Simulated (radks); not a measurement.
Spherical quantum dot in the effective-mass picture: electrons in a hard-walled sphere of radius 2.37, with a point charge +1 (a donor) at the centre, all in effective atomic units (hartree* = m*/eps^2 hartree, bohr* = eps/m* bohr), one dielectric constant everywhere. Calculated with a radial shooting solver with Libxc functionals: non-relativistic Kohn-Sham, PBE, spin-polarised, spherical densities. Levels are named by radial order and angular momentum (1s, 1p, 1d, 2s, ...), and open shells are averaged over m. Results are scaled to m* = 0.026 and eps = 9.8, for which hartree* = 7.367 meV and bohr* = 19.95 nm.

N = 11, configuration 1s2 1p6 1d(up 3, down 0). This is the lowest configuration that the search found. Occupied and some empty levels:

level    occupation  eigenvalue (meV)  <r> (nm)
1s up             1            45.965     25.45
1s down           1            46.484     24.96
1p up             3            51.734     29.89
1p down           3            52.482     29.73
1d up             3            59.164     31.97
1d down           0            60.001     31.90
2s up             0            62.622     21.63
2s down           0            62.902     21.92
1f up             0            68.507     33.41
1f down           0            69.392     33.38
2p up             0            78.061     24.61
2p down           0            78.437     24.63

Energy (meV): total 325.712, kinetic 162.38, external -61.069, Hartree 270.91, exchange-correlation -46.515.

Electron density:

r (nm)  n(r) (e/nm^3)
2.40       0.00004357
5.94       0.00003560
9.48       0.00003372
13.0       0.00003580
16.6       0.00004034
20.1       0.00004577
23.6       0.00005020
27.2       0.00005134
30.7       0.00004723
34.2       0.00003726
37.8       0.00002321
41.3        9.806e-06
44.9        1.589e-06
